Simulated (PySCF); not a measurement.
A structure optimised at PBE-D3(BJ)/def2-TZVP, used in a PySCF frequency run:

```
C
O 1 1.2406
H 1 1.1164 2 120.30
C 1 1.4267 3 116.50 2 180.00
H 4 1.0911 1 119.28 3 180.00
H 4 1.0912 5 119.55 1 180.00
```
Charge 0, spin multiplicity 2.

**Question.** Write its SMILES, formula and point group.

**Answer.** [CH2]C=O, C2H3O, Cs

**Question.** What are its rotational constants (standard atomic weights)?

**Answer.** 66.656, 11.348, 9.6974 GHz
